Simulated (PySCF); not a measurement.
Atoms are numbered as in `[CH3:1][C:2]#[C:3][c:4]1[cH:5][cH:6][c:7]([OH:8])[o:9]1`. Hydrogens are named by the atom that carries them.

Method: GIAO PBE0/pcSseg-1 shieldings, geometry from GFN2-xTB, in PySCF (one averaged value for each set of equivalent atoms, a single conformation, in vacuum, no relativistic terms).

Chemical shifts δ = σref − σ; 13C (σ = 186.93 ppm), 1H (σ = 31.72 ppm) against TMS; 17O (σ = 336.08 ppm) against H2O, all at this level.

```
atoms  nucleus  count  δ (ppm)
H(C6)       1H      1     5.43
   O9      17O      1    289.7
   C7      13C      1    164.6
   O8      17O      1        ?
   C4      13C      1        ?
   C2      13C      1     98.4
H(O8)       1H      1     4.82
   C1      13C      1        ?
   C3      13C      1     77.0
   C6      13C      1        ?
   C5      13C      1    127.2
H(C1)       1H      3     2.28
H(C5)       1H      1     6.78
```

Q: Complete the table.

A: 
- C4: 131.9 ppm, substituted aromatic carbon next to the ring oxygen
- C6: 88.0 ppm, aromatic CH; π donation from the O or N substituent raises the electron density at positions ortho and para to it
- C1: 5.8 ppm, propargylic methyl carbon; saturated and bonded to C and H only
- O8: 112.4 ppm, phenol-type oxygen

OH/NH shifts are gas-phase values; hydrogen bonding in solution moves them, usually downfield. Shifts are as computed. Against solution values, carbons near 30 ppm lie about +3 ppm off and those near 130 ppm about +5 ppm. Of 1211 compounds with measured shifts, 218 miss one by over three times the rms of a fit or turn the order of signals round; such compounds aren't used in these exercises. Unscaled 17O shifts of doubly bonded oxygen tend to come out too high, by tens of ppm or more. Experimental scales use liquid or dissolved standards, which lie at an offset from isolated H2O (liquid H2O: subtract about 36 ppm).
